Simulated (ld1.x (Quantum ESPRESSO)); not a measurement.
**Zn (Z = 30): excitation energies, all-electron against PAW**

zinc, PAW, made with ld1.x (Quantum ESPRESSO) 7.5 (LDA (PZ), scalar-relativistic). Core [Ar], reference 3d10 4s2 4p0. Waves: 4s (bound): rcut 1.80, rcutus 2.30 bohr; 4s channel at 0.9 Ry: rcut 1.80, rcutus 2.30 bohr; 4p (bound, empty): rcut 1.60, rcutus 2.15 bohr; 4p channel at 1.6 Ry: rcut 1.60, rcutus 2.15 bohr; 3d (bound): rcut 0.70, rcutus 0.75 bohr; 3d channel at -0.05 Ry: rcut 0.70, rcutus 0.75 bohr. Local part: all-electron potential smoothed inside 1.60 bohr (lloc = -1). Core correction: Bessel-smoothed model core, default radius (core density twice the valence density). Augmentation charge: GAUSS, radius 0.70 bohr.

Energies are relative to the spin-unpolarised reference configuration 3d10 4s2 4p0; without spin polarisation the order of configurations can differ from experiment. Spin-polarised rows fill each open shell by Hund’s rule, majority spin first.

Give the all-electron excitation energy and the error of the potential for: 3d10 4s1 4p0; 3d10 4s0 4p0; 3d9 4s0 4p0; 3d8 4s0 4p0; 3d9 4s2 4p0; 3d10 4s1.5 4p0; 3d10 4s0 4p2; 3d10 4s1 4p0 (spin-polarised); 3d9 4s0 4p0 (spin-polarised).

```csv
valence configuration,charge,ΔE all-electron (eV),error AE − PS (meV)
3d10 4s1 4p0,+1,10.190,+4.2
3d10 4s0 4p0,+2,28.959,+13
3d9 4s0 4p0,+3,69.849,-181
3d8 4s0 4p0,+4,131.997,-1024
3d9 4s2 4p0,+1,18.205,-20
3d10 4s1.5 4p0,+0.5,4.078,+0.8
3d10 4s0 4p2,0,10.754,+7.5
3d10 4s1 4p0 (spin-polarised),+1,9.942,+6.7
3d9 4s0 4p0 (spin-polarised),+3,69.578,-181
```

Levels in the configuration 3d9 4s0 4p0 (spin-polarised):

```
  level  all-electron (eV)  pseudo (eV)
  3d up            -51.583      -52.017
3d down            -50.496      -50.929
```
